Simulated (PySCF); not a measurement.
## Correlation energy of As⁺ (arsenic, charge +1)

[Ar] 3d10 4s2 4p2, high-spin 3P determinant. All numbers are calculated (PySCF 2.14, scalar relativity by spin-free X2C-1e, in x2c-TZVPall (6s5p4d1f, 48 functions)). Frozen: [Ar] 3d10; 4 electrons correlated.

MP2 pair energies summed by pair of shells (mhartree):

| pair | energy | share (%) |
| --- | --- | --- |
| 4s-4p | -32.65 | 61.9 |
| 4s-4s | -14.90 | 28.3 |
| 4p-4p | -5.19 | 9.8 |

Total MP2 correlation energy: -52.74 mhartree.

Same-spin part -8.81 and opposite-spin part -43.93 mhartree; SCS-MP2 scales them by 1/3 and 6/5 to -55.65 mhartree.

| level | correlation energy (mhartree) |
| --- | --- |
| CCSD | -67.72 |
| (T) | -1.58 |
| CCSD(T) | -69.30 |

Diagnostics: T1 = 0.0070, D1 = 0.0190, largest double amplitude 0.090.

Cost of the coupled-cluster step: 0.45 s of wall time on 1 thread of Neoverse-V2 (shared host), for 4 correlated electrons.

Iterations:

```
CC2 = 0
CCSD nocc = (np.int64(3), np.int64(1)), nmo = (34, 34)
frozen orbitals [[0, 1, 2, 3, 4, 5, 6, 7, 8, 9, 10, 11, 12, 13], [0, 1, 2, 3, 4, 5, 6, 7, 8, 9, 10, 11, 12, 13]]
max_cycle = 100
direct = 0
conv_tol = 1e-08
conv_tol_normt = 1e-06
diis_space = 8
diis_start_cycle = 0
Init t2, MP2 energy = -0.0527385773488867
Init E_corr(UCCSD) = -0.0527385773582633
cycle = 1  E_corr(UCCSD) = -0.0634367640923519  dE = -0.0106981867  norm(t1,t2) = 0.0422134
cycle = 2  E_corr(UCCSD) = -0.0662045090204104  dE = -0.00276774493  norm(t1,t2) = 0.015321
cycle = 3  E_corr(UCCSD) = -0.0677309014177786  dE = -0.0015263924  norm(t1,t2) = 0.00671649
cycle = 4  E_corr(UCCSD) = -0.0677144483623778  dE = 1.64530554e-05  norm(t1,t2) = 0.00110134
cycle = 5  E_corr(UCCSD) = -0.067720698688551  dE = -6.25032617e-06  norm(t1,t2) = 0.000139816
cycle = 6  E_corr(UCCSD) = -0.0677192636786051  dE = 1.43500995e-06  norm(t1,t2) = 2.75694e-05
cycle = 7  E_corr(UCCSD) = -0.0677199546010721  dE = -6.90922467e-07  norm(t1,t2) = 3.63688e-06
cycle = 8  E_corr(UCCSD) = -0.0677197623568234  dE = 1.92244249e-07  norm(t1,t2) = 7.52303e-07
cycle = 9  E_corr(UCCSD) = -0.0677197849616763  dE = -2.26048529e-08  norm(t1,t2) = 1.43731e-07
cycle = 10  E_corr(UCCSD) = -0.0677197872932188  dE = -2.33154249e-09  norm(t1,t2) = 2.87624e-08
UCCSD converged
E(UCCSD) = -2258.731086596993  E_corr = -0.06771978729321879
UCCSD(T) correction = -0.00157578556490129
```
